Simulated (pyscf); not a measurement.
F–Ga [singlet] + silanol (HO–SiH₃) -> HO–SiH₂–GaH–F (insertion; singlet surface; H–Si broken, Ga–Si, Ga–H formed). Structures and frequencies: ωB97X-D3(BJ)/def2-SVP in PySCF. MP2 and CC: frozen core, UHF for open shells. ΔMP2 is the change of the MP2 total energy from the triple- to the quadruple-zeta basis. Energies in eV from the separated reactants.

```
level                                barrier  reaction energy
--------------------------------  ----------  ---------------
ωB97X-D3(BJ)/def2-TZVP            (withheld)            -0.14
B3LYP-D3(BJ)/def2-TZVP                  1.87            +0.28
PBE0-D3(BJ)/def2-TZVP                   1.57             0.00
ωB97M-D3(BJ)/def2-TZVP                  1.88            +0.25
CCSD/def2-TZVPP                         1.88            +0.09
CCSD(T)/def2-TZVPP                      1.77            +0.06
CCSD(T)/def2-TZVPP + ΔMP2(QZVPP)  (withheld)       (withheld)
```

### Question
Complete the blanks.

### Answer

- ωB97X-D3(BJ)/def2-TZVP, barrier: 1.61
- CCSD(T)/def2-TZVPP + ΔMP2(QZVPP), barrier: 1.81
- CCSD(T)/def2-TZVPP + ΔMP2(QZVPP), reaction energy: +0.12

The reactants may also form a dative adduct at F–Ga [singlet]; it and routes through it were not searched. HO–SiH₂–GaH–F lies 0.73 eV over its isomer F–GaH–O–SiH₃ (electronic energy, ωB97M-D3(BJ)/def2-TZVP). This is the saddle that the search found; another between the same sides may lie lower. The CCSD(T) − MP2 part came from Ansatz, without density fitting, on the same reference. The frozen core leaves the outer d or s,p core shells of the metals and heavy elements correlated in the MP2 and CC values, and def2-TZVPP describes them poorly, which can shift differences by a few kcal/mol. Elements up to Kr have no core potential and no relativistic terms here.
